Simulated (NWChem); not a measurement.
System: C$_{2}$H$_{6}$BO$_{2}$, doublet; SMILES CO[B]OC

Output (shortened):

```
             Northwest Computational Chemistry Package (NWChem) 7.3.0
             --------------------------------------------------------

 C1  symmetry detected

                             Geometry "geometry" -> ""
                             -------------------------

 Output coordinates in angstroms (scale by  1.889725989 to convert to a.u.)

  No.       Tag          Charge          X              Y              Z
 ---- ---------------- ---------- -------------- -------------- --------------
    1 C                    6.0000     0.63787123    -1.95456165     0.00202373
    2 O                    8.0000    -0.64009844    -1.31535485     0.00077413
    3 B                    5.0000    -0.84462629     0.00190728    -0.00126254
    4 O                    8.0000     0.20151822     0.87723425    -0.01139748
    5 C                    6.0000     0.11997029     2.27534968     0.00599787
    6 H                    1.0000     1.43580464    -1.21392498    -0.04645924
    7 H                    1.0000     0.72701770    -2.54089489     0.91791693
    8 H                    1.0000     0.68740973    -2.61730284    -0.86313304
    9 H                    1.0000     0.20560220     2.63984457     1.03441779
   10 H                    1.0000     0.95195737     2.67051170    -0.58116085
   11 H                    1.0000    -0.82306753     2.63246662    -0.41841176

 Effective nuclear repulsion energy (a.u.)     164.1007767970

                                Z-matrix (autoz)
                                --------

 Units are Angstrom for bonds and degrees for angles

      Type          Name      I     J     K     L     M      Value
      ----------- --------  ----- ----- ----- ----- ----- ----------
    1 Stretch                  1     2                       1.42891
    2 Stretch                  1     6                       1.08977
    3 Stretch                  1     7                       1.09114
    4 Stretch                  1     8                       1.09095
    5 Stretch                  2     3                       1.33305
    6 Stretch                  3     4                       1.36408
    7 Stretch                  4     5                       1.40060
    8 Stretch                  5     9                       1.09446
    9 Stretch                  5    10                       1.09230
   10 Stretch                  5    11                       1.09406
   11 Bend                     1     2     3               125.39874
   12 Bend                     2     1     6               110.53605
   13 Bend                     2     1     7               108.31153
   14 Bend                     2     1     8               108.15996
   15 Bend                     2     3     4               121.09387
   16 Bend                     3     4     5               126.57065
   17 Bend                     4     5     9               109.85016
   18 Bend                     4     5    10               108.06561
   19 Bend                     4     5    11               111.78980
   20 Bend                     6     1     7               110.04302
   21 Bend                     6     1     8               110.14134
   22 Bend                     7     1     8               109.60364
   23 Bend                     9     5    10               108.96752
   24 Bend                     9     5    11               108.85941
   25 Bend                    10     5    11               109.26454
   26 Torsion                  1     2     3     4           0.44360
   27 Torsion                  2     3     4     5        -178.95253
   28 Torsion                  3     2     1     6          -2.67006
   29 Torsion                  3     2     1     7         117.95885
   30 Torsion                  3     2     1     8        -123.32406
   31 Torsion                  3     4     5     9          94.89184
   32 Torsion                  3     4     5    10        -146.34174
   33 Torsion                  3     4     5    11         -26.06750

                           NWChem Geometry Optimization
                           ----------------------------

 maximum gradient threshold         (gmax) =   0.000450
 rms gradient threshold             (grms) =   0.000300
 maximum cartesian step threshold   (xmax) =   0.001800
 rms cartesian step threshold       (xrms) =   0.001200
 fixed trust radius                (trust) =   0.300000
 source of zmatrix                         =   autoz

          -------------------
          Energy Minimization
          -------------------

 Using diagonal initial Hessian
 Scaling for Hessian diagonals: bonds = 1.00  angles = 0.25  torsions = 0.10

          --------
          Step   0

                                 NWChem DFT Module
                                 -----------------

[...]

      ----------------------
      Optimization converged
      ----------------------

  Step       Energy      Delta E   Gmax     Grms     Xrms     Xmax
  ---- ---------------- -------- -------- -------- -------- --------
@   13    -254.63891786 -1.0D-07  0.00003  0.00001  0.00039  0.00098
                                     ok       ok       ok       ok

                                Z-matrix (autoz)
                                --------

 Units are Angstrom for bonds and degrees for angles

      Type          Name      I     J     K     L     M      Value     Gradient
      ----------- --------  ----- ----- ----- ----- ----- ---------- ----------
    1 Stretch                  1     2                       1.41488    0.00003
    2 Stretch                  1     6                       1.10024   -0.00000
    3 Stretch                  1     7                       1.10058   -0.00001
    4 Stretch                  1     8                       1.10058   -0.00001
    5 Stretch                  2     3                       1.33812   -0.00002
    6 Stretch                  3     4                       1.34808   -0.00000
    7 Stretch                  4     5                       1.40534   -0.00000
    8 Stretch                  5     9                       1.10115    0.00000
    9 Stretch                  5    10                       1.10114    0.00000
   10 Stretch                  5    11                       1.10171    0.00000
   11 Bend                     1     2     3               123.05067   -0.00001
   12 Bend                     2     1     6               111.57856   -0.00000
   13 Bend                     2     1     7               109.13548   -0.00000
   14 Bend                     2     1     8               109.13817   -0.00000
   15 Bend                     2     3     4               123.46618    0.00001
   16 Bend                     3     4     5               123.37752   -0.00001
   17 Bend                     4     5     9               109.52174    0.00000
   18 Bend                     4     5    10               109.50650    0.00000
   19 Bend                     4     5    11               111.74153   -0.00000
   20 Bend                     6     1     7               109.29582    0.00000
   21 Bend                     6     1     8               109.29236    0.00000
   22 Bend                     7     1     8               108.34049    0.00001
   23 Bend                     9     5    10               108.27801   -0.00000
   24 Bend                     9     5    11               108.85844   -0.00000
   25 Bend                    10     5    11               108.86477    0.00000
   26 Torsion                  1     2     3     4           0.14184    0.00002
   27 Torsion                  2     3     4     5         179.99346   -0.00000
   28 Torsion                  3     2     1     6          -0.04229   -0.00000
   29 Torsion                  3     2     1     7         120.84562   -0.00000
   30 Torsion                  3     2     1     8        -120.92767    0.00000
   31 Torsion                  3     4     5     9         120.53517    0.00000
   32 Torsion                  3     4     5    10        -120.86985   -0.00000
   33 Torsion                  3     4     5    11          -0.16850    0.00000

                         Geometry "geometry" -> "geometry"
                         ---------------------------------

 Output coordinates in angstroms (scale by  1.889725989 to convert to a.u.)

  No.       Tag          Charge          X              Y              Z
 ---- ---------------- ---------- -------------- -------------- --------------
    1 C                    6.0000     0.60937794    -1.95592696     0.02922518
    2 O                    8.0000    -0.63321745    -1.30612425    -0.15946580
    3 B                    5.0000    -0.76806571     0.02518102    -0.15898625
    4 O                    8.0000     0.26202389     0.87664811     0.01772195
    5 C                    6.0000     0.11828505     2.27462252     0.01775212
    6 H                    1.0000     1.42651211    -1.23305975     0.17166195
    7 H                    1.0000     0.54418857    -2.60975373     0.91214144
    8 H                    1.0000     0.82650749    -2.58161677    -0.84977378
    9 H                    1.0000     0.45911174     2.67955179     0.98336598
   10 H                    1.0000     0.74297129     2.70849270    -0.77850530
   11 H                    1.0000    -0.92833578     2.57726021    -0.14583196

 Effective nuclear repulsion energy (a.u.)     164.3409423750

                Final and change from initial internal coordinates
                --------------------------------------------------

                                Z-matrix (autoz)
                                --------

 Units are Angstrom for bonds and degrees for angles

[...]
```

Level: PBE0/def2-SVP, spin-unrestricted. Not confirmed as a minimum by frequencies.

Which NWChem input produces such a log?

Several could match; the one computed here: the input that was run:
```
start job
memory heap 200 mb stack 900 mb global 1100 mb
geometry units angstroms
  C      1.929193     0.639079     0.289941
  O      1.290278    -0.593842    -0.046937
  B     -0.023928    -0.770355    -0.183762
  O     -0.895407     0.264930    -0.012217
  C     -2.291486     0.205035    -0.107377
  H      1.194470     1.439272     0.376337
  H      2.451175     0.506600     1.238929
  H      2.649971     0.873991    -0.494579
  H     -2.725826     0.059360     0.886587
  H     -2.644436     1.155743    -0.513199
  H     -2.619506    -0.609855    -0.759553
end
basis spherical
  * library def2-svp
end
dft
  odft
  mult 2
  xc pbe0
  iterations 150
end
driver
  maxiter 120
end
task dft optimize
```
